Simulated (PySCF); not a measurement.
Al(F)4, SMILES [Al-]([F])([F])([F])[F] (charge -1), PBE0/def2-SVP optimised geometry.

```
5

Al    -0.57    -0.80     0.00
F      1.13    -0.80     0.00
F     -1.13     0.80     0.00
F     -1.14    -1.60    -1.39
F     -1.13    -1.60     1.39
```

Density from PBE0/def2-TZVPD in PySCF at that geometry.

Minimum of the electron density along straight lines between bonded atoms, close to the bond critical point (lines longer than 1.1 times the sum of covalent radii, or with two minima, are not listed):

```json
[
 {"bond": "Al1–F2", "length / Å": "1.698", "ρ at the minimum / e bohr⁻³": "0.098", "∇²ρ there / e bohr⁻⁵": "0.77", "position (fraction from the first atom)": "0.43"},
 {"bond": "Al1–F3", "length / Å": "1.697", "ρ at the minimum / e bohr⁻³": "0.098", "∇²ρ there / e bohr⁻⁵": "0.77", "position (fraction from the first atom)": "0.43"},
 {"bond": "Al1–F4", "length / Å": "1.698", "ρ at the minimum / e bohr⁻³": "0.098", "∇²ρ there / e bohr⁻⁵": "0.77", "position (fraction from the first atom)": "0.43"},
 {"bond": "Al1–F5", "length / Å": "1.698", "ρ at the minimum / e bohr⁻³": "0.098", "∇²ρ there / e bohr⁻⁵": "0.77", "position (fraction from the first atom)": "0.43"}
]
```
